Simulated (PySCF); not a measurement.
## Static response to an electric field

Compound: C₈H₁₀.
Geometry (GFN2-xTB, Å), atoms numbered from 1 in this order:
```xyz
18
C8H10 angstrom
C     -3.416    0.756   -0.581
C     -2.120    0.776   -0.336
C     -1.268   -0.446   -0.164
C     -0.752   -0.508    1.242
C      0.533   -0.426    1.583
C      1.594   -0.294    0.663
C      2.522   -0.180   -0.095
C      3.634   -0.043   -1.008
H     -3.992    1.661   -0.683
H     -3.959   -0.168   -0.698
H     -1.596    1.716   -0.217
H     -1.862   -1.339   -0.374
H     -0.423   -0.407   -0.856
H     -1.506   -0.602    2.011
H      0.829   -0.468    2.624
H      4.226    0.835   -0.746
H      3.273    0.067   -2.031
H      4.274   -0.924   -0.953
```

Level: B3LYP/def2-SVPD (PySCF), static field, nuclei fixed, core orbitals frozen in the response. The polarisability tensor in these axes (au):

```
x   154.66  -1.99  -8.40
y    -1.99  71.29  -4.05
z    -8.40  -4.05  86.37
```

Q: What are the eigenvalues, a third of the trace, and Δα (Δα² = ½Σ(αi − αj)² over the three pairs)?

A: Principal values 70.08, 86.54 and 155.71 au; mean 104.11 au = 15.43 Å³ = 17.16 × 10⁻⁴⁰ C²·m²/J; Δα = 78.70 au (76 % of the mean).

Q: What is the dipole moment, and where does it point?

A: (0.56, -0.03, -0.49) D, 0.74 D in size, pointing from the negative to the positive side. Measured along this direction, the outermost atoms are H9 and H10 at the negative end and H18 and H17 at the positive end.

Q: Rayleigh depolarisation ratio (linearly polarised light, static tensor)?

A: ρ = 3Δα²/(45ᾱ² + 4Δα²) = 18580.9/(487718 + 24774.6) = 0.0363.

Q: Give the eigenvalues of the traceless quadrupole moment Θ = ½Σq(3rr − r²1), origin at the centre of nuclear charge.

A: -4.57, -3.43, 8.00 D·Å. The values depend on the origin, since the dipole doesn't vanish. The electronic extent ⟨r²⟩ about the same centre is 1559 bohr², a root-mean-square distance of 2.74 Å for the 58 electrons.

Q: Molar refractivity from α?

A: Lorentz–Lorenz: R = (4π/3)N_A α = 2.5225 cm³/(mol·Å³) × 15.43 Å³ = 38.9 cm³/mol, in the limit of long wavelengths.

Q: What would n − 1 = 2πNα be for an ideal gas of these molecules at 500 K and 1 atm, electronic part alone?

A: N = p/kT = 1.4678 × 10¹⁹ cm⁻³, so n − 1 = 2π × N × 15.43 × 10⁻²⁴ cm³ = 1423 × 10⁻⁶ at long wavelengths.

One conformer (not necessarily the lowest) at the GFN2-xTB geometry, without solvent, vibrations or thermal averaging.
